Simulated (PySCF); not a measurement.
**How methods differ on the excitation energy of Pt⁺**

Pt⁺ [Xe] 4f14 5d9 (2D) → Pt⁺ [Xe] 4f14 5d8 6s1 (4F), as a difference of total energies. Calculation: PySCF 2.14, in aug-cc-pVTZ-PP with one added diffuse shell each of s, p, d, f, g type with ECP60MDF (7s7p6d4f3g, 113 functions); scalar relativity through the core potential. Correlated levels: valence: 5s2 5p6 frozen. The calculations carry no spin-orbit coupling.

```json
{"method": "UHF", "excitation energy (eV)": "0.266"}
{"method": "LDA", "excitation energy (eV)": "0.777"}
{"method": "PBE", "excitation energy (eV)": "0.700"}
{"method": "PBE0", "excitation energy (eV)": "0.716"}
{"method": "PBEsol", "excitation energy (eV)": "0.693"}
{"method": "M06", "excitation energy (eV)": "1.488"}
{"method": "TPSSh", "excitation energy (eV)": "0.584"}
{"method": "MP2 (valence)", "excitation energy (eV)": "0.891"}
{"method": "SCS-MP2 (valence)", "excitation energy (eV)": "1.070"}
```

**Question.** How much does correlation contribute at MP2 (valence)?

**Answer.** 0.891 − (0.266) = 0.625 eV, measured against UHF.
